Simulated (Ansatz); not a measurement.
stibine (SMILES [SbH3]) moved off its minimum; all values from Ansatz (a program for electronic structure), cores frozen in correlated methods. Elements past Kr take the def2 small-core potentials, without spin–orbit coupling.
(charge 0, multiplicity 1)
```xyz
4

Sb    -0.09411     0.03532     0.01613
H     -0.89532    -1.07894    -0.83761
H     -0.55059     1.34670    -0.88778
H      1.38584    -0.19642    -0.88806
```

Forces at HF/def2-TZVPP (eV/Å):

```
atom      Fx      Fy      Fz
----  ------  ------  ------
Sb1    1.693   0.368   0.856
H2    -0.808  -0.920  -0.846
H3    -0.276   0.452  -0.427
H4    -0.608   0.100   0.417
```

Problem. Give the forces (eV/Å), the total energy and the dipole at CCSD(T)/def2-TZVPPD.

Solution. 
| atom | Fx | Fy | Fz |
|---|---|---|---|
| Sb1 | 1.609 | 0.376 | 1.423 |
| H2 | -0.868 | -1.039 | -1.022 |
| H3 | -0.305 | 0.591 | -0.612 |
| H4 | -0.436 | 0.072 | 0.211 |
Energy -241.1499 hartree, dipole 0.25 D.
